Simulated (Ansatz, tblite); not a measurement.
Cost and result up the ladder for Mo2O6 (8 atoms). The state is a singlet with charge 0. Geometry: r2SCAN-D4/def2-SVP.

```xyz
8

Mo    0.6040    0.7266    1.0828
Mo   -0.6040   -0.7266   -1.0828
O    -2.2546   -1.0088   -1.2612
O     0.2308   -1.4260   -2.3674
O    -0.1125    1.0730   -0.6573
O     0.1123   -1.0730    0.6573
O     2.2546    1.0087    1.2610
O    -0.2306    1.4261    2.3674
```

Ansatz on 4 threads of Arm Neoverse V1 on a shared host; xTB runs through tblite on one thread. Times are rough, summed over both states, and most runs start from the orbitals of an earlier one. PBE0-D4/def2-TZVP serves as the yardstick here, not as an exact answer. The other state is a triplet at its own geometry.

In the def2 sets Mo takes a core potential; there is no spin–orbit coupling. The xTB rows come from tblite. HOMO above LUMO, or a gap near zero within one spin, warns that the state may not be the lowest or that an electron is smeared out. At PBE0-D4/def2-TZVP a singlet of charge 0 lies 2.97 eV below the triplet, each at its own geometry. The structure comes from a short search, and lower isomers may exist.

Run but left out: HF/def2-TZVP, MP2/def2-TZVP (triplet: ⟨S²⟩ 2.31, where a pure state has 2.00); PBE-D4/def2-TZVP (triplet: an occupied level 0.00 eV above an empty one).

xTB has no spin-polarisation term.

| level | functions | wall time |
| --- | --- | --- |
| GFN1-xTB | 42 | 0.013 s |
| GFN2-xTB | 42 | 0.015 s |
| PBE0-D4/def2-TZVP (with forces) | 266 | 46 s |
| r2SCAN-D4/def2-TZVP | 266 | 48 s |

Task: Estimate what each level gives for the triplet − singlet (eV).

Result: 
```
                          level  triplet − singlet (eV)  difference from PBE0-D4/def2-TZVP (eV)                                  remarks
                       GFN1-xTB                    3.81                                    0.84                                        –
                       GFN2-xTB                    1.87                                   -1.11                                        –
PBE0-D4/def2-TZVP (with forces)                    2.97                                    0.00                                        –
            r2SCAN-D4/def2-TZVP                    2.77                                   -0.20  gap within one spin near zero (triplet)
```
